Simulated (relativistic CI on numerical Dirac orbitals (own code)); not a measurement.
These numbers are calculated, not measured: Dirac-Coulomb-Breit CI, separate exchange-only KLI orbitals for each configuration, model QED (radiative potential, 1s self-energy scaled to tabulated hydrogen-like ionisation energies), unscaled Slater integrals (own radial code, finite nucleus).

CI space (outside the closed core 1s2): 2s2 2p6, 2s2 2p5 3s, 2s2 2p5 3p, 2s2 2p5 3d, 2s 2p6 3s, 2s 2p6 3p, 2s 2p6 3d, 2s2 2p5 4s, 2s2 2p5 4p, 2s2 2p5 4d, 2s2 2p5 4f, 2s 2p6 4s, 2s 2p6 4p, 2s2 2p4 3s2, 2s 2p6 4d, 2s 2p6 4f, 2s2 2p5 5s, 2s2 2p4 3s 3p, 2s2 2p5 5p, 2s2 2p5 5d, 2s2 2p5 5f, 2s2 2p5 5g, 2s2 2p4 3p2, 2s2 2p4 3s 3d, 2s2 2p4 3p 3d, 2s 2p5 3s2, 2s2 2p4 3d2, 2s 2p5 3s 3p, 2s 2p5 3p2, 2s 2p5 3s 3d, 2s 2p6 5s, 2s 2p6 5p, 2s 2p6 5d, 2s 2p6 5f, 2s 2p6 5g, 2s 2p5 3p 3d. Levels of other configurations are missing.

At this charge energies of transitions that change n are usually good to better than 1 %, and those within a shell (Δn = 0) to a few per cent.

Outline of the computed level scheme of Te XLIII. Lowest level of each configuration: 2s2 2p6 1S_0 at 0.00 eV; 2s2 2p5 3s 3P°_2 at 3869.38 eV; 2s2 2p5 3p 3P_1 at 3957.17 eV; 2s2 2p5 3d 3P°_0 at 4133.25 eV; 2s 2p6 3s 3S_1 at 4448.84 eV; 2s 2p6 3p 3P°_0 at 4537.29 eV; 2s 2p6 3d 3D_1 at 4717.78 eV; 2s2 2p5 4s 3P°_2 at 5303.51 eV; 2s2 2p5 4p 3P_1 at 5339.96 eV.

Some strong electric-dipole decays among the lowest 45 levels: 2s2 2p5 3d 1P°_1 → 2s2 2p6 1S_0 (5.1e+14 s⁻¹); 2s2 2p5 3d 3D°_1 → 2s2 2p6 1S_0 (4.2e+14 s⁻¹); 2s 2p6 3p 1P°_1 → 2s2 2p6 1S_0 (9.8e+13 s⁻¹); 2s2 2p5 3s 3P°_1 → 2s2 2p6 1S_0 (5.5e+13 s⁻¹); 2s 2p6 3p 3P°_1 → 2s2 2p6 1S_0 (3.6e+13 s⁻¹); 2s2 2p5 3s 1P°_1 → 2s2 2p6 1S_0 (3.0e+13 s⁻¹); 2s2 2p5 4s 1P°_1 → 2s2 2p6 1S_0 (1.0e+13 s⁻¹); 2s2 2p5 4p 3P_1 → 2s2 2p5 3s 3P°_2 (1.0e+13 s⁻¹).

LS names give the leading component of a level, which can be under half, so a name can repeat, a term be missing and a line seem to break the LS rules.
